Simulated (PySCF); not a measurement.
Computed vibrations of [Pr(H2CO)]3+

[Pr(H2CO)]3+ (singlet in the valence; each metal's 4f electrons, 2 of them, lie in its core potential, out of spins and levels). PySCF 2.14.0, RKS PBE0, Pr lcecp-1-SVP with ECP48, O def2-SVP, C def2-SVP, H def2-SVP; non-relativistic Hamiltonian with scalar-relativistic core potentials where named; density fitting; no spin-orbit coupling. Central differences of gradients.

```xyz
5

Pr    0.0000    0.0000   -0.4916
O     0.0000    0.0000    1.6811
C     0.0000    0.0000    2.9456
H     0.9698    0.0000    3.4912
H    -0.9698    0.0000    3.4912
```

Run from Python with OMP_NUM_THREADS=2. Where DIIS fails, smearing, a level shift and second-order steps follow.
It took 24 s on 2 threads of Arm Neoverse V1 (shared host).

What are the harmonic wavenumbers and infrared intensities?

Modes are labelled in C2v; negative numbers are unstable modes, those under 60 cm⁻¹ near the noise; a finer grid moves soft modes by up to 10 cm⁻¹.
```csv
cm⁻¹,km/mol,symmetry
248,61.0,b2
268,67.0,b1
414,34.2,a1
1177,19.6,b2
1246,5.4,b1
1442,275.8,a1
1565,304.1,a1
3016,89.8,a1
3168,85.5,b2
```

Is this a minimum?

Yes. Ideal gas at 298.15 K and 1 bar: S = 290.2 J/(mol K), Cp = 56.2 J/(mol K), H − H(0 K) = 13.3 kJ/mol (rigid rotor, harmonic modes, spin degeneracy alone, that of the 4f electrons in the core included).

An lcecp potential fixes the number of 4f electrons, so in runs with it no electron can move into or out of that shell.
